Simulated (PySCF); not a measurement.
Simulated Si 2p region for Si(CN)2Me2 (`C[Si](C)(C#N)C#N`), binding energy against the vacuum level.

Every computed line was given a Gaussian of 1.0 eV full width at half maximum and an area set by the number of equivalent atoms (split 2:1 within a doublet); the highest printed point is 100. Computed, not measured: PySCF, delta-SCF UKS SCAN, pcX-2 on the ionised atom, pcseg-1 elsewhere, spin-free X2C.

binding energy (eV), intensity and a bar:
```
    106.9          0 
    107.0          1 
    107.1          1 
    107.2          2 #
    107.3          4 #
    107.4          7 ##
    107.5         11 ###
    107.6         18 #####
    107.7         26 ########
    107.8         37 ###########
    107.9         49 ###############
    108.0         62 ###################
    108.1         75 #######################
    108.2         86 ##########################
    108.3         94 ############################
    108.4         99 ##############################
    108.5        100 ##############################
    108.6         98 #############################
    108.7         92 ############################
    108.8         85 ##########################
    108.9         76 #######################
    109.0         67 ####################
    109.1         57 #################
    109.2         47 ##############
    109.3         38 ###########
    109.4         29 #########
    109.5         21 ######
    109.6         15 ####
    109.7         10 ###
    109.8          6 ##
    109.9          4 #
    110.0          2 #
    110.1          1 
    110.2          1 
    110.3          0 
    110.4          0
```

Problem. How many maxima does the curve show, and how many computed lines lie under it?

Solution. The curve has 1 maximum (at 108.5 eV). Under it lie 2 lines from 1 inequivalent silicon site, drawn as a 2p3/2, 2p1/2 pair. At this width some lines have no maximum of their own.

Problem. Decompose the envelope and assign each component. Bonds: Si1–C2, Si1–C4, Si1–C6, Si1–C10, C2–N3, C4–N5. Hydrogens: H7, H8, H9 on C6; H11, H12, H13 on C10.

Solution. 
```tsv
position (eV)	relative area	line	atoms	environment
108.35	0.67	Si 2p3/2	Si1	silicon bonded to 4 C
108.97	0.33	Si 2p1/2	Si1	silicon bonded to 4 C
```

The curve has no shake-up lines and no vibrational structure. Spin–orbit coupling isn't in the SCF: each 2p doublet comes from a relaxed spin-free hole plus a matrix of the shell (mean-field spin–orbit coupling and the ground-state 2p splitting), with 2p3/2 averaged over its two sublevels. 2p1/2 minus 2p3/2 (ligand field included): Si 0.63 eV. Isolated species at its PBE0-D3(BJ)/def2-SVP geometry, gas phase.
